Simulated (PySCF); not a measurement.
Nonlinear optical response: thiophene-2-boronic acid (SMILES OB(O)c1cccs1)

Geometry:
```json
{"atom": "O1", "x (Å)": "-2.427", "y (Å)": "0.712", "z (Å)": "-0.990"}
{"atom": "B2", "x (Å)": "-1.649", "y (Å)": "0.013", "z (Å)": "-0.112"}
{"atom": "O3", "x (Å)": "-2.261", "y (Å)": "-0.747", "z (Å)": "0.832"}
{"atom": "C4", "x (Å)": "-0.090", "y (Å)": "0.031", "z (Å)": "-0.126"}
{"atom": "C5", "x (Å)": "0.771", "y (Å)": "-0.645", "z (Å)": "0.714"}
{"atom": "C6", "x (Å)": "2.143", "y (Å)": "-0.412", "z (Å)": "0.435"}
{"atom": "C7", "x (Å)": "2.320", "y (Å)": "0.446", "z (Å)": "-0.623"}
{"atom": "S8", "x (Å)": "0.821", "y (Å)": "0.960", "z (Å)": "-1.267"}
{"atom": "H9", "x (Å)": "-1.934", "y (Å)": "1.226", "z (Å)": "-1.635"}
{"atom": "H10", "x (Å)": "-3.220", "y (Å)": "-0.693", "z (Å)": "0.756"}
{"atom": "H11", "x (Å)": "0.405", "y (Å)": "-1.293", "z (Å)": "1.512"}
{"atom": "H12", "x (Å)": "2.970", "y (Å)": "-0.857", "z (Å)": "0.990"}
{"atom": "H13", "x (Å)": "3.257", "y (Å)": "0.799", "z (Å)": "-1.053"}
```

Method: quadratic response CAM-B3LYP/aug-cc-pVDZ first hyperpolarisability, Taylor convention, gas phase (PySCF 2.14.0). Geometry: PBE0-D3(BJ)/def2-SVP.

(1) What is the first hyperpolarisability, and how does it disperse?

(2) Which lowest excitations, dipole and polarisabilities go with it?

## Answers

(1) In 10⁻³⁰ esu, Taylor convention; the vector part is βᵢ = ⅓ Σⱼ (βᵢⱼⱼ + βⱼᵢⱼ + βⱼⱼᵢ); β∥ is 3/5 of the vector part along the dipole, the dipole points from − to +:
```
                   process  λ (nm)  β vector norm    β∥  β HRS  depolarisation ratio
           static β(0;0,0)       ∞           0.77  0.04   0.54                  2.15
second harmonic β(−2ω;ω,ω)    1907           0.84  0.06   0.57                  2.20
         Pockels β(−ω;ω,0)    1907           0.79  0.04      –                     –
second harmonic β(−2ω;ω,ω)    1064           1.01  0.13   0.66                  2.33
         Pockels β(−ω;ω,0)    1064           0.84  0.06      –                     –
```

(2) S1 5.33 eV (f = 0.180); S2 5.53 eV (f = 0.093); S3 6.09 eV (f = 0.001); dipole 0.93 D; isotropic α 85.5 au static, 85.8 au at 1907 nm, 86.6 au at 1064 nm, 86.8 au at 953.5 nm, 90.0 au at 532 nm.
